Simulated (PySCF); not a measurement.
# Excitation energy of Yb²⁺ by level of theory

Yb²⁺ [Xe] 4f14 (1S) → Yb²⁺ [Xe] 4f13 5d1 (high-spin determinant), as a difference of total energies. Calculation: PySCF 2.14, in x2c-TZVPPall; the spin-free X2C one-electron Hamiltonian (Gaussian nucleus). Correlated levels: valence: [Kr] 4d10 frozen; valence and next inner shell: [Ar] 3d10 frozen. The calculations carry no spin-orbit coupling.

```tsv
method	excitation energy (eV)
UHF	1.359
LDA	6.286
PBE	5.753
PBE0	4.787
MP2 (valence)	6.550
SCS-MP2 (valence)	5.832
MP2 (valence and next inner shell)	7.049
SCS-MP2 (valence and next inner shell)	6.204
```

Question: How much does correlation contribute at MP2 (valence and next inner shell)?

Answer: 7.049 − (1.359) = 5.690 eV, measured against UHF.

A first-order spin-orbit estimate (lowest level to lowest level, LS coupling) adds -0.421 eV.

The determinant of the upper state mixes LS terms, which raises its energy above the lowest term, most at the Hartree-Fock and MP2 levels.
